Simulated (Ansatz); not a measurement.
Consider the ligand exchange at the Sn–C bond: `[CH3][SnH3]` + `O[SiH2][SiH3]` → `[SiH3][SiH2][O][SnH3]` + CH₄.

Isolated molecules relaxed with PBE0-D4/def2-TZVP in Ansatz; ΔE leaves out vibrations. CCSD(T)/CBS is the MP2 limit (def2-TZVPP, def2-QZVPP) plus CCSD(T) − MP2 in def2-TZVPP, frozen cores. This one scheme is used for every species. DFT in def2-TZVPP. Elements past krypton have def2 core potentials. For Sn outer-core shells are correlated without core-valence functions, which leaves a few kJ/mol of doubt a bond. Each species was taken in one conformer, which may not be the lowest.

| level | ΔE (kcal/mol) |
| --- | --- |
| PBE0-D4 | -13.1 |
| SCS-MP2/def2-TZVPP | -15.1 |

Question: What does CCSD(T)/CBS give? (An estimate is asked.)

Answer: Ansatz gave: -14.8 kcal/mol. The listed levels differ from it by 1.7, -0.3 kcal/mol.

Largest T1 diagnostic among the species: 0.014.

The D4 term adds −1.1 kcal/mol with B3LYP and −0.7 kcal/mol with PBE0; it sums over pairs of atoms, weighted by their polarisabilities, and B3LYP, whose exchange is more repulsive, gets the larger term. In def2-TZVPP, CCSD(T) changes the Hartree–Fock value by +3.2 kcal/mol (the triples alone add +0.0 kcal/mol) and MP2 by +3.2 kcal/mol.

B3LYP here is the variant with VWN-RPA as its local correlation; programs differ in this.
